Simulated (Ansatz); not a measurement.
Born–Oppenheimer molecular dynamics of Cl$_{3}$H$_{3}$NOTa (9 atoms, charge 0, multiplicity 1). It starts from a relaxed structure.

Theory: Ansatz, RKS PBE-D4/def2-SVP.

```
ensemble        : NVT, Langevin thermostat
time step       : 0.5 fs
steps asked     : 300
set temperature : 300 K
friction        : 0.005 /fs
seed            : 839098
```

First frame:

```xyz
9
Properties=species:S:1:pos:R:3
Ta -0.029 -0.049 -0.041
N 1.939 -0.029 -0.013
H 2.494 -0.117 0.844
H 2.522 0.075 -0.848
O 0.001 -0.299 1.827
H -0.020 -0.590 2.751
Cl 0.175 0.174 -2.387
Cl -1.121 2.006 0.117
Cl -1.145 -2.087 -0.342
```

**Question.** How far do the bonds stretch over the last three quarters of this one trajectory? (Pairs bonded in most of those frames.)

**Answer.** 
```csv
bond,mean (Å),spread (Å),shortest,longest
Ta1–N2,1.964,0.017,1.93,2.00
Ta1–O5,1.903,0.028,1.86,1.96
Ta1–Cl7,2.372,0.024,2.34,2.40
Ta1–Cl8,2.332,0.054,2.25,2.40
Ta1–Cl9,2.356,0.029,2.31,2.40
N2–H3,1.029,0.026,0.98,1.08
N2–H4,1.027,0.019,0.98,1.07
O5–H6,0.973,0.009,0.96,1.00
```

Mean temperature of the second half: 227 K. The mean temperature of the second half is 24 % below the set value. A run of 0.15 ps of so small a system gives no equilibrium averages.

Time of the run: 8.5 min on 2 threads of Intel(R) Xeon(R) 6975P-C (Granite Rapids), on a shared host, peak memory 0.21 GiB.
